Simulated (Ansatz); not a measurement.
F3In (SMILES [F][In]([F])[F]) moved off its minimum; all values from Ansatz (an electronic-structure program), cores frozen in correlated methods. Elements past Kr take the def2 small-core potentials, without spin–orbit coupling.
(charge 0, multiplicity 1)
```xyz
4

In    -0.2164    -0.0198    -0.0439
F     -1.7387    -1.1548     0.1473
F      0.1087     1.6835    -0.6406
F      1.5307    -0.6605     0.6966
```

Forces at MP2/def2-TZVPPD (eV/Å):

```tsv
atom	Fx	Fy	Fz
In1	1.245	-2.701	1.547
F2	-0.546	-0.287	-0.048
F3	0.217	2.870	-1.149
F4	-0.916	0.118	-0.350
```

Task: Give the forces (eV/Å), the total energy and the dipole at CCSD(T)/def2-TZVPPD.

Result: 
| atom | Fx | Fy | Fz |
|---|---|---|---|
| In1 | 1.259 | -2.688 | 1.552 |
| F2 | -0.471 | -0.232 | -0.056 |
| F3 | 0.201 | 2.774 | -1.115 |
| F4 | -0.988 | 0.146 | -0.381 |
Energy -488.5948 hartree, dipole 2.02 D.
